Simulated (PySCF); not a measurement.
(E)-1,1-difluorobut-2-ene (C4H6F2), SMILES C(/C)=C\C(F)F.

Coordinates come from a PBE0-D3(BJ)/def2-SVP optimisation. One conformer was computed; it need not be the lowest.

The numbers are results of TDDFT-PBE/def2-SVPD (PySCF), not measurements.

Vertical excitations. 

Task: Give excitation energies, oscillator strengths and character. (Estimate from the structure and the level; the computed values follow.)

Result: 
```csv
state,energy (eV),λ (nm),f,main pairs
S1,6.71,185,0.093,"HOMO−1→LUMO 72 %, HOMO→LUMO 20 %"
S2,6.84,181,0.039,"HOMO→LUMO+1 74 %, HOMO−1→LUMO 16 %"
S3,7.01,177,0.250,"HOMO→LUMO 49 %, HOMO→LUMO+1 20 %, HOMO→LUMO+2 13 %, HOMO−1→LUMO 11 %"
S4,7.36,168,0.031,HOMO→LUMO+2 80 %
S5,7.57,164,0.039,HOMO→LUMO+3 89 %
S6,7.70,161,0.004,HOMO−2→LUMO 97 %
S7,8.09,153,0.006,"HOMO→LUMO+4 79 %, HOMO−3→LUMO 20 %"
S8,8.12,153,0.019,HOMO−1→LUMO+1 99 %
S9,8.14,152,0.013,"HOMO−3→LUMO 78 %, HOMO→LUMO+4 19 %"
S10,8.40,148,0.002,HOMO−4→LUMO 94 %
T1,4.41,281,0,HOMO→LUMO 98 %
T2,6.44,192,0,HOMO−1→LUMO 99 %
T3,6.77,183,0,HOMO→LUMO+1 100 %
T4,7.19,172,0,HOMO→LUMO+2 94 %
```
Triplets are in the Tamm–Dancoff approximation, which puts them higher than full response would, so one can lie above its singlet here.
